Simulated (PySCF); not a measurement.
Vibration and rotation of TeH

UHF-CCSD(T) constants of TeH, ²Π (doublet), unpaired electrons π ↑ (basis Te aug-cc-pVDZ-PP with ECP28, H aug-cc-pVDZ; scalar-relativistic core potentials; PySCF 2.14; masses 129.9062 and 1.0078 u):

- ωe: 2117.3 cm⁻¹
- ωexe: 37.2 cm⁻¹
- Be: 6.0728 cm⁻¹
- αe: 0.160 cm⁻¹
- D (centrifugal): 0.000200 cm⁻¹
- De to Te + H: 2.79 eV

Q: Give the vibrational terms G(v) and spacings up to v = 6.

A: G(v) = ωe(v+½) − ωexe(v+½)².

```tsv
v	G(v) (cm⁻¹)	G(v) − G(v−1)	Bv (cm⁻¹)
0	1049		5.993
1	3092	2043	5.833
2	5061	1968	5.673
3	6955	1894	5.513
4	8775	1820	5.353
5	10520	1745	5.193
6	12191	1671	5.033
```

Q: How well does the Morse estimate ωe²/(4ωexe) reproduce De, and what is D0?

A: It gives 3.74 eV, 134 % of the computed De. D0 = De − G(0) = 2.79 − 0.13 = 2.66 eV.

Correlated steps freeze 4 core orbitals. Correlated levels converge slowly with the basis: in double zeta they bind strong bonds too weakly, by up to about 1 eV, and carry superposition errors of some tenths. Spin–orbit coupling is left out, which matters for elements this heavy, above all for dissociation energies. The state is the lowest determinant that a PBE0 search found; another state may lie lower at other levels.
